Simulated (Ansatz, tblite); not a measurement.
Removing and adding an electron: GeF2Cl2 (GeCl2F2). The state is a singlet with charge 0. Geometry: PBE-D4/def2-SVP. Ansatz, gas phase; energy differences of separate SCF runs; the oxidised species was run as a doublet alone; the reduced species was run as a doublet alone.

```xyz
5

Ge    0.043   -0.029   -0.021
F    -0.017   -1.313   -1.181
F     1.717    0.189    0.366
Cl   -1.022   -0.603    1.731
Cl   -0.721    1.756   -0.895
```

The xTB rows come from tblite. HOMO above LUMO, or a gap near zero within one spin, warns that the state may not be the lowest or that an electron is smeared out.

```
               level  −HOMO (eV)  vertical IE (eV)  −LUMO (eV)  vertical EA (eV)  HOMO–LUMO gap (eV)  IE − EA (eV)                                     remarks
            GFN1-xTB       13.13             15.92        7.27              4.18                5.87         11.74                                           –
            GFN2-xTB       12.99             16.21        7.75              5.05                5.24         11.16                                           –
    PBE-D4/def2-TZVP        8.64             11.85        3.38                 –                5.26             –  gap within one spin near zero (+1 doublet)
   PBE-D4/def2-TZVPD        8.70                 –        3.50              0.82                5.20             –                HOMO above zero (-1 doublet)
 r2SCAN-D4/def2-TZVP        9.05             12.16        3.13                 –                5.92             –                                           –
r2SCAN-D4/def2-TZVPD        9.08                 –        3.20              0.61                5.88             –                HOMO above zero (-1 doublet)
   PBE0-D4/def2-TZVP       10.15             12.39        2.36                 –                7.78             –                                           –
  PBE0-D4/def2-TZVPD       10.18                 –        2.48              0.65                7.70             –                HOMO above zero (-1 doublet)
```

   A HOMO above zero means that the electron is unbound at that level or that self-interaction error raises the level; the energy of removing that electron tells which. Raw xTB energy differences between charge states are shifted by several eV; the methods need an empirical correction for them.
